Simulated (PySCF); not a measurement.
Dipole moment and polarisability of `C[N](C)[Ge@H]([NH2])[Cl]`

Species: C2H9ClGeN2.
Geometry (PBE0-D3(BJ)/def2-SVP, Å), atoms numbered from 1 in this order:
```
atom  x, y, z in Å
C1    -0.0093   -1.9780   -0.4019
N2     0.7316   -0.9533    0.2919
C3    -0.0700    0.1312    0.7964
Ge4    2.2822   -1.3762    1.1209
N5     3.1846   -2.5170    0.0319
Cl6    1.9856   -2.5539    2.9351
H7    -0.5061   -1.5584   -1.2962
H8     0.6744   -2.7728   -0.7336
H9    -0.7957   -2.4388    0.2297
H10   -0.8469   -0.2036    1.5138
H11    0.5599    0.8741    1.3110
H12   -0.5871    0.6537   -0.0294
H13    2.9467   -0.0631    1.5647
H14    3.6312   -2.0974   -0.7783
H15    3.8302   -3.1392    0.5087
```

Level: CAM-B3LYP/def2-SVPD (PySCF), static field, nuclei fixed, core orbitals frozen in the response. The polarisability tensor in these axes (au):

```
x   86.98 -5.35  4.25
y   -5.35 83.39 -2.48
z    4.25 -2.48 87.06
```

Problem. Diagonalise the tensor; give its mean and Δα, where Δα² is half the sum of the squared differences of the eigenvalues.

Solution. Principal values 79.50, 83.73 and 94.19 au; mean 85.81 au = 12.72 Å³ = 14.15 × 10⁻⁴⁰ C²·m²/J; Δα = 13.10 au (15 % of the mean).

Problem. What is the dipole moment, and where does it point?

Solution. (0.69, 1.35, -1.99) D, 2.50 D in size, pointing from the negative to the positive side. Measured along this direction, the outermost atoms are Cl6 at the negative end and H14 at the positive end.

Problem. In TDDFT the mean static polarisability is Σ f/ω² over all singlet excitations (ω in hartree). How much of it do the 10 lowest give? Their energies (eV) and oscillator strengths: 6.20, 0.0133; 6.29, 0.0923; 6.46, 0.0176; 6.79, 0.0399; 6.97, 0.0191; 7.24, 0.0246; 7.34, 0.0511; 7.61, 0.0355; 7.72, 0.0056; 7.76, 0.0211.

Solution. They add up to 5.06 au, 5.9 % of the 85.81 au; the largest single term is 1.73 au, from the state at 6.29 eV. Terms in order: 0.26, 1.73, 0.31, 0.64, 0.29, 0.35, 0.70, 0.45, 0.07, 0.26 au. Higher excitations give the rest. The strengths listed sum to 0.320.

Problem. In a dilute gas of rigid molecules at 350 K, how does the orientational term μ²/3kT compare with the electronic polarisability?

Solution. In Gaussian units μ²/3kT = 43.26 Å³ against 12.72 Å³, a ratio of 3.40; the Debye molar polarisation (4π/3)N_A(α + μ²/3kT) is 141.2 cm³/mol, leaving out the vibrational part.

Problem. Traceless (Buckingham) quadrupole moment about the centre of nuclear charge: eigenvalues?

Solution. -6.67, -1.67, 8.34 D·Å. The values depend on the origin, since the dipole doesn't vanish. The electronic extent ⟨r²⟩ about the same centre is 1090 bohr², a root-mean-square distance of 1.91 Å for the 84 electrons.

The structure is a single PBE0-D3(BJ)/def2-SVP conformer in the gas phase; no vibrational or solvent corrections. The calculation is non-relativistic, for germanium too.

These values come from a run that also computed excited states and ΔSCF ions. Time: 81 s. Hardware: one thread, Arm Neoverse V2, on a shared host.
